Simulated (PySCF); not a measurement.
Mapped SMILES: `[CH2:1]=[CH:2][C@H:3]([CH3:4])[NH:5][C:6](=[O:7])[SiH3:8]` (H(Xn): hydrogen on atom n). Ha(C1) is cis to C3; Hb(C1) is trans to C3.

- GFN2-xTB geometry
- NMR shieldings at PBE0/pcSseg-1/GIAO
- run in PySCF 2.14
- non-relativistic Hamiltonian, averaged over atoms made equivalent by symmetry, fast rotation or ring inversion, no solvent, single conformer

Task: Predict the 2D correlation tables (HSQC, COSY, HMBC).

Result: 

HSQC (one-bond C–H):
```tsv
δH	δC
6.21 (H(C2))	149.8 (C2)
5.49 (Ha(C1))	118.1 (C1)
5.43 (H(C3))	45.8 (C3)
5.41 (Hb(C1))	118.1 (C1)
1.18 (H(C4))	24.7 (C4)
```

COSY cross peaks (H two or three bonds apart, from the bond graph; peaks can be absent where the dihedral angle is near 90°):
```tsv
δH	δH
6.21 (H(C2))	5.49 (Ha(C1))
6.21 (H(C2))	5.43 (H(C3))
6.21 (H(C2))	5.41 (Hb(C1))
5.49 (Ha(C1))	5.41 (Hb(C1))
5.43 (H(C3))	1.18 (H(C4))
```

HMBC (two and three bonds, from the bond graph):
```tsv
δH	δC
6.21 (H(C2))	118.1 (C1), 45.8 (C3), 24.7 (C4)
5.49 (Ha(C1))	149.8 (C2), 45.8 (C3)
5.43 (H(C3))	178.7 (C6), 149.8 (C2), 118.1 (C1), 24.7 (C4)
5.41 (Hb(C1))	149.8 (C2), 45.8 (C3)
4.01 (H(Si8))	178.7 (C6)
1.18 (H(C4))	149.8 (C2), 45.8 (C3)
```

Chemical shifts δ = σref − σ; 1H and 13C against TMS, all at this level.

Short H···H contacts in this conformer between protons four or more bonds apart (candidates for NOE cross peaks, intensity ∝ r⁻⁶): H(C2)···H(C4) 2.50 Å.

The OH or NH signal is concentration- and solvent-dependent in practice; the value given is the gas-phase one. Shifts are as computed. Against solution values, carbons near 30 ppm lie about +3 ppm off and those near 130 ppm about +5 ppm. Of 1309 compounds with measured shifts, 239 miss one by over three times the rms of a fit or turn the order of signals round; such compounds aren't used in these exercises. Hydrogen bonding in solution deshields acid and N–H amide carbonyl carbons by as much as 10 ppm beyond these values.
